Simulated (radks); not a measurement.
The numbers below are computed, except where a source is named.
Spherical quantum dot in the effective-mass picture: electrons in a hard-walled sphere of radius 3.67, all in effective atomic units (hartree* = m*/eps^2 hartree, bohr* = eps/m* bohr), one dielectric constant everywhere. Level of theory: non-relativistic Kohn-Sham, r2SCAN, spin-polarised, spherical densities, generalised Kohn-Sham scheme (a radial shooting solver with Libxc functionals). Levels are named by radial order and angular momentum (1s, 1p, 1d, 2s, ...), and open shells are averaged over m. Results are scaled to m* = 0.59 and eps = 5.8, for which hartree* = 477.3 meV and bohr* = 0.5202 nm.

N = 17, configuration 1s2 1p6 1d(up 5, down 4). This is the lowest configuration that the search found. Occupied and some empty levels:

| level | occupation | eigenvalue (meV) | <r> (nm) |
|---|---|---|---|
| 1s up | 1 | 2981.6 | 1.252 |
| 1s down | 1 | 2989.2 | 1.249 |
| 1p up | 3 | 3085.0 | 1.309 |
| 1p down | 3 | 3093.5 | 1.308 |
| 1d up | 5 | 3260.4 | 1.357 |
| 1d down | 4 | 3269.9 | 1.357 |
| 1f up | 0 | 3497.7 | 1.397 |
| 1f down | 0 | 3508.3 | 1.397 |
| 2s up | 0 | 3626.4 | 0.8573 |
| 2s down | 0 | 3631.9 | 0.8577 |
| 2p up | 0 | 3948.0 | 1.004 |
| 2p down | 0 | 3955.0 | 1.003 |

Energy (meV): total 30272.2, kinetic 8920.5, external 0, Hartree 24805, exchange-correlation -3453.6.
